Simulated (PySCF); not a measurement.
**Ruthenium: highly charged ions in a basis for the neutral atom**

Ru¹²⁺ [Ar] 3d10 4s2 4p2, Ru¹³⁺ [Ar] 3d10 4s2 4p1. All numbers are calculated (PySCF 2.14, a scalar-relativistic core potential, in def2-TZVP with the def2 core potential (28 electrons) (6s4p3d1f, 40 functions)). No spin-orbit coupling, so a gap to NIST mixes the basis error with missing relativistic terms.

Changed run: basis of the neutral atom used for a highly charged ion. This setting is unsound on purpose.

| species | method | sound run (hartree) | changed run (hartree) | converged |
| --- | --- | --- | --- | --- |
| Ru¹²⁺ | UHF | not run | -47.08452 | yes |
| Ru¹²⁺ | M06-L | not run | -47.34710 | yes |
| Ru¹²⁺ | B3LYP | not run | -47.26235 | yes |
| Ru¹³⁺ | UHF | not run | -37.17523 | yes |
| Ru¹³⁺ | M06-L | not run | -37.37824 | yes |
| Ru¹³⁺ | B3LYP | not run | -37.32007 | yes |

Ionisation energy of Ru¹²⁺:

| method | changed run (eV) | NIST (eV) |
| --- | --- | --- |
| UHF | 269.65 | 271 ± 3 |
| M06-L | 271.27 | 271 ± 3 |
| B3LYP | 270.54 | 271 ± 3 |

The contracted functions were made for the neutral atom and can be too rigid for a highly charged ion.
